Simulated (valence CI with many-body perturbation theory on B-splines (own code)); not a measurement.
The numbers below are computed, except where a source is named.
## Zr XXXV in three bases

Level of theory: configuration interaction combined with many-body perturbation theory (CI+MBPT): four valence electrons over a frozen Dirac-Fock core [He], radial functions for each j: 9 s, 9 p, 8 d, 6 f, 3 g, 1 h, with the one-electron correlation potential Σ1, the two-electron term Σ2, the three-electron term Σ3, Breit, model QED; selected CI, second order for the rest, scaled by the run's own slope (own B-spline code, finite nucleus).

The last digits are not significant, and no measured levels were compared; by estimate large intervals hold to a few tenths of a per cent, small ones and those within an open d or f shell to about a per cent. Among the levels kept, up to 910 cm⁻¹ of a level comes from second order outside the variational space, and about a tenth of that is noise between levels of different J, which matters for small intervals.

The reference run has the lowest level (2s^2 2p1/2^2) J=0 and an ionisation energy of 4560.87 eV. Its largest variational space holds 25904 state functions.

Levels are named by their leading jj configuration (3d3/2^4 stands for four electrons in 3d with j = 3/2), which in mixed levels can hold well under half, so a name can repeat and another be missing. Letters in brackets count levels of one name in rising energy.

Changed runs:
A. basis 6 s, 6 p, 5 d, 3 f, 1 g
B. basis 5 s, 5 p, 4 d, 2 f

Excitation energies of the reference run in cm⁻¹, and shifts in cm⁻¹:

```
                     Level  Reference       A      B
    (2s^2 2p1/2 2p3/2) J=1     661599     -55   -182
    (2s^2 2p1/2 2p3/2) J=2     755629     +50   +114
        (2s^2 2p3/2^2) J=2    1483400     +13    +18
    (2s 2p1/2^2 2p3/2) J=2    1600560    -149   -504
        (2s^2 2p3/2^2) J=0    1703410     +81   +315
    (2s 2p1/2^2 2p3/2) J=1    1978260     +84   +277
(2s 2p1/2 2p3/2^2) J=2 [a]    2277110     -64   -218
    (2s 2p1/2 2p3/2^2) J=3    2452970     +55    +94
    (2s 2p1/2 2p3/2^2) J=0    2648610     +50   +218
(2s 2p1/2 2p3/2^2) J=1 [a]    2712550     +57   +200
(2s 2p1/2 2p3/2^2) J=2 [b]    2786590    +145   +433
(2s 2p1/2 2p3/2^2) J=1 [b]    2849350    +130   +445
    Ionisation energy (eV)    4560.87  -0.025  -0.09
```
